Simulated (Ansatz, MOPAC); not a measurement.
Energy landscape of CH3 (cation, charge +1), singlet: umbrella (inversion) coordinate, bond length relaxed. Scanned: angle between the C-H bonds and the threefold axis (90 = planar). Other coordinates (C-H bond length) were minimised at B3LYP/def2-TZVP.

Computed with: AM1, restricted, heats of formation (MOPAC); FCI/def2-SVP = full CI/def2-SVP, frozen core run with Ansatz (a first-principles code).

Energies relative to the lowest point of each profile, in eV:

| a / ° | AM1 |
|---|---|
| 90 | 0.000 |
| 93.46 | 0.037 |
| 98.55 | 0.224 |
| 105.31 | 0.722 |
| 108.68 | 1.078 |
| 113.92 | 1.780 |
| 117.27 | 2.326 |
| 120.74 | 2.976 |
| 122.59 | 3.360 |
| 126.59 | 4.281 |
| 129.54 | 5.043 |
| 132 | 5.735 |

Q: Estimate the FCI/def2-SVP values at these points.

A: 90: 0.000; 93.46: 0.039; 98.55: 0.239; 105.31: 0.768; 108.68: 1.143; 113.92: 1.878; 117.27: 2.444; 120.74: 3.113; 122.59: 3.505; 126.59: 4.437; 129.54: 5.202; 132: 5.891 (eV).
